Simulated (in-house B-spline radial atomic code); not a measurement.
# Binding energies in Sc6+

NIST's tabulated ground configuration is [Ne] 3s2 3p3; each binding energy is the energy of the ion with one electron taken from that subshell, relaxed, less that of the parent. All numbers are computed (Dirac-Hartree-Fock, average of configuration; Fermi nucleus of rms radius 3.5459 fm) with a radial B-spline atomic code at the basis-set limit, not measured. Energies include first-order Breit, QED and recoil terms.

```json
{"subshell": "1s", "X-ray name": "K", "binding energy (eV)": "4620.2", "-ε (eV)": "4652.6", "relaxation (eV)": "26.8"}
{"subshell": "2s", "X-ray name": "L1", "binding energy (eV)": "625.1", "-ε (eV)": "631.6", "relaxation (eV)": "6.1"}
{"subshell": "3s", "X-ray name": "M1", "binding energy (eV)": "157.8", "-ε (eV)": "158.5", "relaxation (eV)": "0.6"}
{"subshell": "3p", "X-ray name": "M2,3", "binding energy (eV)": "133.4", "-ε (eV)": "134.1", "relaxation (eV)": "0.6"}
```

Relaxation = -ε minus the binding energy without Breit, QED and recoil terms.

Task: What does it cost to remove both a 3s and a 3p electron?

Result: 312.11 eV, which is 20.85 eV more than the two single binding energies together.

Task: What does it cost to remove two 1s electrons?

Result: 9545.8 eV, which is 305.5 eV more than the two single binding energies together.
